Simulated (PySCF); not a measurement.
**Orbital energies and ionisation energy**

Species: 3-ethylfuran, C₆H₈O.
Z-matrix (Å and degrees, PBE0-D3(BJ)/def2-SVP geometry), rows numbered from 1:
```
C 
C   1  1.5256
C   2  1.4956  1  113.35
C   3  1.4373  2  127.34  1   -65.11
C   4  1.3618  3  106.29  2   179.00
O   5  1.3466  4  110.44  3    -0.15
C   6  1.3503  5  107.28  4     0.04
H   1  1.1011  2  111.30  3    59.72
H   1  1.1008  2  111.23  3   179.83
H   1  1.1007  2  110.95  3   -59.78
H   2  1.1018  1  109.78  3   122.15
H   2  1.1037  1  109.39  3  -122.02
H   4  1.0884  3  127.24  2    -1.31
H   5  1.0871  4  133.29  3   179.66
H   7  1.0874  3  132.64  2     1.31
```

Level: CAM-B3LYP/def2-SVPD (PySCF). Frontier orbitals with their largest atomic shares (Löwdin; up to four atoms above 4 %):

```csv
orbital,ε (eV),main atoms
HOMO−3,-11.37,"C1 25 %, C2 20 %, C3 15 %, H9 13 %"
HOMO−2,-10.95,"C2 24 %, C1 17 %, H11 13 %, H8 8 %"
HOMO−1,-9.07,"C4 30 %, O6 23 %, C3 20 %, C5 10 %"
HOMO,-7.81,?
LUMO,1.34,"C7 14 %, C5 11 %, O6 11 %, C1 10 %"
LUMO+1,1.43,"C5 16 %, C4 14 %, C7 11 %, O6 11 %"
LUMO+2,1.89,"C5 23 %, O6 17 %, H14 15 %, C1 6 %"
```

Problem. What vertical ionisation energy does ΔSCF give, and how far is −ε(HOMO) from it?

Solution. ΔSCF: 8.60 eV (830 kJ/mol; threshold wavelength 144 nm); ⟨S²⟩ of the doublet left behind is 0.766, against 0.75 for a pure doublet. −ε(HOMO) is 7.81 eV, 0.79 eV below it. For the exact functional −ε(HOMO) would equal the first vertical ionisation energy; CAM-B3LYP (range-separated hybrid) falls short of its own ΔSCF value by 9 %.

Problem. On which atoms does the HOMO lie?

Solution. C7 (aromatic CH next to a ring oxygen) 29 %, C5 (aromatic CH next to a ring oxygen) 24 %, C3 (substituted aromatic carbon) 17 %, C4 (aromatic CH carbon) 11 %, so no atom holds as much as 40 %. The HOMO−1 lies 1.26 eV lower.

Problem. What total energies stand behind the ΔSCF value?

Solution. E(N) = -308.28342 Eh and E(N − 1) = -307.96732 Eh at the same geometry, 0.31610 Eh apart.

Problem. How many of the 10 lowest singlet excitations (vertical TDDFT, same level) lie below the ionisation energy?

Solution. All 10; they run from 6.23 to 8.02 eV.

The structure is a single PBE0-D3(BJ)/def2-SVP conformer in the gas phase; no vibrational or solvent corrections.
